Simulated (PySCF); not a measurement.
Species: BH6OPSi.
Atom-mapped SMILES: `[BH2:1][PH:2][SiH2:3][OH:4]` (hydrogens: H5, H6 on B1; H7 on P2; H8, H9 on Si3; H10 on O4)

Torsions of this conformer, `[BH2:1][PH:2][SiH2:3][OH:4]`: B1–P2–Si3–O4 166°, H–O4–Si3–P2 -54°.

The closed-shell ground state was solved at several levels (PySCF, density fitting, gas phase, non-relativistic). Isolated species at its PBE0-D3(BJ)/def2-SVP geometry (one conformer only).

```json
{"level": "PBE/pcSseg-2", "basis functions": "242", "total energy (Eh)": "-734.1968", "HOMO (eV)": "-6.50", "LUMO (eV)": "-2.69", "gap (eV)": "3.81", "dipole (D)": "0.77"}
{"level": "PBE0/def2-SVP", "basis functions": "94", "total energy (Eh)": "-733.9002", "HOMO (eV)": "-7.40", "LUMO (eV)": "-1.63", "gap (eV)": "5.77", "dipole (D)": "0.74"}
{"level": "BP86/pcSseg-2", "basis functions": "242", "total energy (Eh)": "-734.7018", "HOMO (eV)": "-6.58", "LUMO (eV)": "-2.74", "gap (eV)": "3.84", "dipole (D)": "0.76"}
{"level": "PBE0/pcSseg-2", "basis functions": "242", "total energy (Eh)": "-734.2613", "HOMO (eV)": "-7.49", "LUMO (eV)": "-1.80", "gap (eV)": "5.69", "dipole (D)": "0.59"}
{"level": "KT2/pcSseg-2", "basis functions": "242", "total energy (Eh)": "-741.5914", "HOMO (eV)": "-6.53", "LUMO (eV)": "-2.67", "gap (eV)": "3.86", "dipole (D)": "0.68"}
```

Task: What might PBE0/def2-SVPD (139 basis functions) give for the same quantities?

Result: Total energy -733.9176 Eh, HOMO -7.48 eV, LUMO -1.78 eV, gap 5.70 eV, dipole 0.64 D.

Task: Over all these levels, which gives the widest orbital gap and which the narrowest?

Result: PBE0/def2-SVP (global hybrid, 25 % exact exchange) has the widest, 5.77 eV, and PBE/pcSseg-2 (GGA) the narrowest, 3.81 eV. Functional and basis both differ between the two, so the spread mixes both effects.

Task: How much does the basis alone move the frontier levels among the 3 PBE0 rows (the withheld one included)?

Result: The HOMO by 0.09 eV and the LUMO by 0.17 eV. By rising basis size (HOMO, LUMO in eV): def2-SVP -7.40, -1.63; def2-SVPD -7.48, -1.78; pcSseg-2 -7.49, -1.80.

Task: How far do the dipole and the HOMO energy spread over the levels?

Result: The dipole runs from 0.59 to 0.77 D (mean 0.70 D) and the HOMO from -7.49 to -6.50 eV.
